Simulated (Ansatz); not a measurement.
Z-matrix (Å, degrees):
```
Si
C 1 1.7003
H 2 1.0823 1 121.95
H 2 1.0826 3 115.37 1 -179.99
H 1 1.4767 2 120.80 3 0.08
C 1 1.8648 5 114.53 2 179.96
H 6 1.0905 1 110.15 5 179.89
H 6 1.0920 7 108.52 1 121.65
H 6 1.0920 7 108.46 8 116.49
```
Charge 0, multiplicity 1.

Method: Ansatz (an electronic-structure program) with frozen-core CCSD(T)/cc-pVQZ // B3LYP-D3(BJ)/def2-TZVP. The restricted HF reference is unstable towards unrestricted orbitals.

| Item | Value |
|---|---|
| HF energy | -368.16032 Ha |
| MP2 correlation energy | -0.50088 Ha |

Task: Estimate the CCSD correlation energy, the (T) correction, the total energy and the T1 diagnostic.

Result: 
```json
{
 "CCSD correlation energy": "-0.53362 Ha",
 "(T) correction": "-0.02395 Ha",
 "CCSD(T) total energy": "-368.71789 Ha",
 "T1 diagnostic": "0.013"
}
```
